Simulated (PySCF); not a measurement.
# Core-level binding energies of `C=NBN`

Compound: CH5BN2.
SMILES with atom numbers: `[CH2:1]=[N:2][BH:3][NH2:4]`

Theory: delta-SCF UKS SCAN, pcX-2 on the ionised atom, pcseg-1 elsewhere, spin-free X2C (PySCF 2.14.0). Binding energies are ΔSCF values: E(core-ionised, relaxed orbitals) − E(ground state) at a fixed geometry, referred to the vacuum level.

Problem. List the computed XPS lines with their assignment.

Solution. 
| atom(s) | bonded to | level | binding energy (eV) | above the level's lowest (eV) | count |
| --- | --- | --- | --- | --- | --- |
| C1 | N (double bond) and 2 H | C 1s | 292.01 | 0.00 | 1 |
| N2 | C (double bond) and B | N 1s | 404.51 | 0.00 | 1 |
| B3 | 2 N and H | B 1s | 195.70 | 0.00 | 1 |
| N4 | 2 H and B | N 1s | 404.89 | +0.38 | 1 |

Lowest listed N 1s: N2, bonded to C (double bond) and B. Highest, 0.38 eV above it: N4, bonded to 2 H and B. Summing the Pauling electronegativity differences to the bonded atoms, each weighted by its formal bond order, gives -1.98 for the lowest site and -2.68 for the highest; the largest sum, -1.98, belongs to N2, 0.38 eV below the top. The smallest sum, -2.68, belongs to N4, 0.38 eV above the lowest.

Problem. What is the longest wavelength that can ionise N 1s of N2 (atom 2) vertically?

Solution. λ = hc/E = 12398.42 eV Å / 404.51 eV = 30.650 Å.

Problem. Which photon energy gives electrons from N 1s of N2 a kinetic energy of 150 eV, and what is their de Broglie wavelength?

Solution. hν = 404.51 + 150 = 554.51 eV, recoil neglected; λ = 12.264 Å/√(E/eV) = 1.00 Å.

The structure is a single PBE0-D3(BJ)/def2-SVP conformer in the gas phase; no vibrational or solvent corrections.

The values belong to the conformer `[CH2:1]=[N:2][BH:3][NH2:4]`: C1–N2–B3–N4 92°, H–N4–B3–N2 -2°, H–N4–B3–N2 172°.
